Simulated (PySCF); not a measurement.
**C₆ coefficients of unlike pairs at PBE**

Calculated with PySCF 2.14 from the dipole response of each species, C₆(A,B) = (3/π) ∫ α_A(iu) α_B(iu) du, in atomic units, from isotropic polarisabilities. For ions this is the dispersion term alone; charge-induced terms of lower order in 1/R come first.

```tsv
species	configuration	basis	relativity	α (bohr³)	C₆ (like pair)
N	[He] 2s2 2p3 (4S)	aug-cc-pCVTZ-DK (7s6p4d2f)	spin-free X2C	8.018	27.69
O(2+)	[He] 2s2 2p2 (3P)	aug-cc-pCVQZ-DK (9s8p6d4f2g)	spin-free X2C	1.742	2.333
Ne	[Ne] (1S)	dyall-av3z (15s9p3d2f)	none	2.562	6.182
Ga	[Ar] 3d10 4s2 4p1 (2P)	aug-cc-pVQZ-PP with one added diffuse shell each of s, p, d, f, g type with ECP10MDF (8s7p6d4f3g)	core potential	64.97	545.5
```

(1) Estimate C₆ for O(2+) with N.

No spin-orbit coupling is included.

The other pairs:

| pair | C₆ |
| --- | --- |
| Ga, O(2+) | 27.30 |
| Ne, O(2+) | 3.784 |
| Ne, N | 12.24 |
| Ga, N | 109.0 |
| Ga, Ne | 41.84 |

## Answers

(1) The integral gives 7.727. The combination rule 2 C_A C_B / (C_A α_B/α_A + C_B α_A/α_B) gives 7.712 and the geometric mean 8.038.
